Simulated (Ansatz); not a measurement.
Relaxation of GeH₄NO (7 atoms, charge -1, multiplicity 1), to a largest force component of 0.015 eV/Å in at most 40 steps.

Method: RHF/def2-SVPD (Ansatz).

```xyz
7
Properties=species:S:1:pos:R:3
N -1.095 0.213 -0.383
Ge 0.549 -0.248 0.424
O 0.812 -1.833 0.584
H -1.777 -0.519 -0.228
H -1.489 1.060 0.006
H 0.485 0.628 1.718
H 1.639 0.572 -0.409
```

Q: Where does it end, and by what steps?

A: It converged. The force dipped under the threshold on the way, but the program's further checks kept it going. After 35 steps the energy has fallen by 0.136 eV; H4 moved furthest, 0.98 Å.

```json
{"step": "0", "energy less start (eV)": "0.0000", "largest force component (eV/Å)": "2.989", "accepted": "yes"}
{"step": "2", "energy less start (eV)": "-0.1151", "largest force component (eV/Å)": "0.125", "accepted": "yes"}
{"step": "4", "energy less start (eV)": "-0.1179", "largest force component (eV/Å)": "0.069", "accepted": "yes"}
{"step": "6", "energy less start (eV)": "-0.1186", "largest force component (eV/Å)": "0.035", "accepted": "yes"}
{"step": "8", "energy less start (eV)": "-0.1189", "largest force component (eV/Å)": "0.062", "accepted": "yes"}
{"step": "10", "energy less start (eV)": "-0.1193", "largest force component (eV/Å)": "0.053", "accepted": "yes"}
{"step": "12", "energy less start (eV)": "-0.1195", "largest force component (eV/Å)": "0.101", "accepted": "yes"}
{"step": "14", "energy less start (eV)": "-0.1200", "largest force component (eV/Å)": "0.044", "accepted": "yes"}
{"step": "16", "energy less start (eV)": "-0.1195", "largest force component (eV/Å)": "0.073", "accepted": "no"}
{"step": "18", "energy less start (eV)": "-0.1207", "largest force component (eV/Å)": "0.012", "accepted": "yes"}
{"step": "20", "energy less start (eV)": "-0.1206", "largest force component (eV/Å)": "0.239", "accepted": "no"}
{"step": "22", "energy less start (eV)": "-0.1243", "largest force component (eV/Å)": "0.056", "accepted": "yes"}
{"step": "24", "energy less start (eV)": "-0.1264", "largest force component (eV/Å)": "0.043", "accepted": "yes"}
{"step": "26", "energy less start (eV)": "-0.1286", "largest force component (eV/Å)": "0.219", "accepted": "yes"}
{"step": "28", "energy less start (eV)": "-0.1320", "largest force component (eV/Å)": "0.162", "accepted": "yes"}
{"step": "30", "energy less start (eV)": "-0.1318", "largest force component (eV/Å)": "0.413", "accepted": "no"}
{"step": "32", "energy less start (eV)": "-0.1355", "largest force component (eV/Å)": "0.120", "accepted": "yes"}
{"step": "34", "energy less start (eV)": "-0.1361", "largest force component (eV/Å)": "0.023", "accepted": "yes"}
{"step": "35", "energy less start (eV)": "-0.1361", "largest force component (eV/Å)": "0.001", "accepted": "yes"}
```

```xyz
7
Properties=species:S:1:pos:R:3
N -1.115 0.446 -0.195
Ge 0.544 -0.166 0.497
O 0.618 -1.780 0.950
H -1.384 -0.078 -1.009
H -1.856 0.319 0.473
H 0.790 0.872 1.651
H 1.525 0.258 -0.655
```

Whether the end is a true minimum wasn't checked by a vibrational analysis.

Run time: 70 s on 2 threads of Intel(R) Xeon(R) Platinum 8259CL CPU @ 2.50GHz (Skylake/Cascade Lake) (shared host), peak memory 0.26 GiB.
